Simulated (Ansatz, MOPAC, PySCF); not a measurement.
System: BiF₂, net charge 0, doublet state. SMILES: [Bi]([F])[F]
Geometry: optimised at B3LYP-D3(BJ)/def2-TZVP (Ansatz, an electronic-structure program).

Wanted: vertical ionisation energy to the singlet, in eV. Set-up: spin-orbit terms left out; 6-31G* and kin with 6d, 5d where marked; frozen cores in correlated levels (noble-gas shells and the d and f shells of earlier blocks); PM7 with its own dispersion and hydrogen-bond terms; open shells spin-unrestricted; def2 sets with scalar-relativistic core potentials past Kr; LANL2DZ with its own core potentials from Na on; dispersion terms only where a functional's name holds one; each state is the SCF solution reached for its charge and spin. First-principles rows: single points at B3LYP-D3(BJ) geometries (Ansatz). Semi-empirical rows: differences of heats of formation at the shared geometry for vertical values.

```csv
level,program,vertical ionisation energy to the singlet (eV)
PM3,MOPAC,9.42
PM7,MOPAC,9.83
HF/6-31G* with LANL2DZ past Ar,Ansatz,8.53
PBE/6-31G* with LANL2DZ past Ar,Ansatz,8.16
B3LYP/6-31G* with LANL2DZ past Ar,Ansatz,8.43
M06-2X/6-31G* with LANL2DZ past Ar (5d),PySCF,8.46
MP2/6-31G* with LANL2DZ past Ar,Ansatz,7.95
B3LYP/def2-TZVPD,Ansatz,8.67
PBE0/def2-TZVPD,Ansatz,8.66
M06-2X/def2-TZVPD,PySCF,8.85
```

No value to compare with is used here. The 7 habitual levels span 7.95 (MP2/6-31G* with LANL2DZ past Ar) to 9.83 eV (PM7); M06-2X/def2-TZVPD gives 8.85.

The levels are drawn from those run, B3LYP/6-31G* more often than the rest, none by its result; runs whose electronic state is in doubt are left out.
